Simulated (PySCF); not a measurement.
# `CN[Si@H]([SiH2]C#N)S[SiH3]`, C$_{2}$H$_{10}$N$_{2}$SSi$_{3}$

Geometry (Å), atoms numbered from 1 in this order:
```xyz
18

C    -2.856   -0.958    0.668
N    -1.686   -1.187   -0.143
Si   -0.144   -0.520    0.173
Si   -0.298    1.781   -0.079
C     1.176    2.560    0.767
N     2.092    3.008    1.291
S     1.038   -1.468   -1.375
Si    2.990   -0.679   -1.026
H    -2.770    0.016    1.147
H    -3.753   -0.964    0.047
H    -2.971   -1.713    1.452
H    -1.734   -2.055   -0.655
H     0.480   -0.937    1.444
H    -0.227    2.328   -1.440
H    -1.441    2.394    0.611
H     3.425   -1.106    0.297
H     2.896    0.774   -1.098
H     3.776   -1.266   -2.095
```

Method used: GIAO PBE/pcSseg-1 magnetisability, rotational g tensor and spin-rotation constants, non-relativistic, gas phase (PySCF). Geometry: GFN2-xTB.

Problem. Give the nuclear spin-rotation constants along the inertial axes (H = +C I·J) beside the isotropic shieldings.

Solution. Rotational constants 0.9413, 0.8306, 0.4779 GHz. A star marks the isotopologue with that one atom substituted, in its own axes.
| atom | isotope | Caa (kHz) | Cbb (kHz) | Ccc (kHz) | mean (kHz) | σ (ppm) |
| --- | --- | --- | --- | --- | --- | --- |
| N2 | 14N | 0.041 | 0.016 | 0.023 | 0.027 | 241.6 |
| N6 | 14N | 0.092 | 0.202 | 0.107 | 0.134 | -101.2 |
| H9 | 1H | -0.073 | 0.014 | -0.058 | -0.039 | 29.1 |
| H10 | 1H | -0.028 | -0.086 | -0.017 | -0.044 | 28.6 |
| H11 | 1H | -0.071 | -0.080 | 0.002 | -0.049 | 28.5 |
| H12 | 1H | -0.104 | -0.006 | -0.062 | -0.058 | 31.5 |
| H13 | 1H | -0.070 | -0.070 | 0.026 | -0.038 | 25.1 |
| H14 | 1H | -0.087 | -0.079 | 0.015 | -0.050 | 27.5 |
| H15 | 1H | -0.039 | -0.006 | -0.047 | -0.031 | 27.2 |
| H16 | 1H | -0.084 | -0.074 | 0.022 | -0.045 | 26.7 |
| H17 | 1H | -0.069 | 0.011 | -0.033 | -0.030 | 26.5 |
| H18 | 1H | -0.064 | 0.004 | -0.036 | -0.032 | 26.9 |
| C1 | 13C* | 0.155 | 0.141 | 0.082 | 0.126 | 149.8 |
| Si3 | 29Si* | -0.557 | -0.547 | -0.319 | -0.474 | 345.1 |
| Si4 | 29Si* | -0.493 | -0.417 | -0.233 | -0.381 | 455.7 |
| C5 | 13C* | 0.118 | 0.344 | 0.171 | 0.211 | 65.5 |
| S7 | 33S* | 0.126 | 0.083 | 0.074 | 0.094 | 774.1 |
| Si8 | 29Si* | -0.503 | -0.504 | -0.275 | -0.427 | 398.2 |

For the geometry as given, no vibrational averaging.

Problem. How do the rotational constants and the g tensor change when H9, H10, H11, H12, H13, H14, H15, H16, H17, H18 are replaced by deuterium?

Solution. Constants 0.8809, 0.7232, 0.4365 GHz; g -0.0181, -0.0135, -0.0096, against -0.0178, -0.0166, -0.0105 before.
